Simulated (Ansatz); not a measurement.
Start from `B[SiH](F)F` and change one atom or group to get `C[SiH](F)F`.

Ansatz, PBE0-D4/def2-TZVP geometries, multiplicity 1. 

```csv
property,`B[SiH](F)F`
zero-point energy (PBE0-D4/def2-TZVP) / kJ/mol,90.3
LUMO energy (PBE0/def2-TZVPP) / eV,-3.07
HOMO–LUMO gap (B3LYP/def2-TZVPP) / eV,5.26
LUMO energy (B3LYP/def2-TZVPP) / eV,-3.28
"ideal-gas entropy at 298 K and 1 bar (rigid rotor, harmonic PBE0-D4/def2-TZVP) / J/(mol·K)",320
HOMO energy (B3LYP/def2-TZVPP) / eV,-8.54
```

Q: Give the same properties after the change, and the shifts. (An estimate is asked.)

A: The calculation gave: 
```tsv
property	`C[SiH](F)F`	shift
zero-point energy (PBE0-D4/def2-TZVP) / kJ/mol	135.0	44.7
LUMO energy (PBE0/def2-TZVPP) / eV	1.05	4.12
HOMO–LUMO gap (B3LYP/def2-TZVPP) / eV	9.95	4.69
LUMO energy (B3LYP/def2-TZVPP) / eV	0.78	4.06
ideal-gas entropy at 298 K and 1 bar (rigid rotor, harmonic PBE0-D4/def2-TZVP) / J/(mol·K)	306	-14
HOMO energy (B3LYP/def2-TZVPP) / eV	-9.17	-0.63
```

With PBE0 the HOMO falls by 0.65 eV and the LUMO rises by 4.12 eV, so the gap widens by about 4.77 eV. PBE moves the HOMO by -0.54 eV and ωB97M-V by -0.73 eV. The zero-point energy changes by 44.7 kJ/mol with +3 modes. Modes under 60 cm⁻¹, often nearly free rotors, make the harmonic entropy too high.

B3LYP here is the variant with VWN-RPA as its local correlation; programs differ in this.
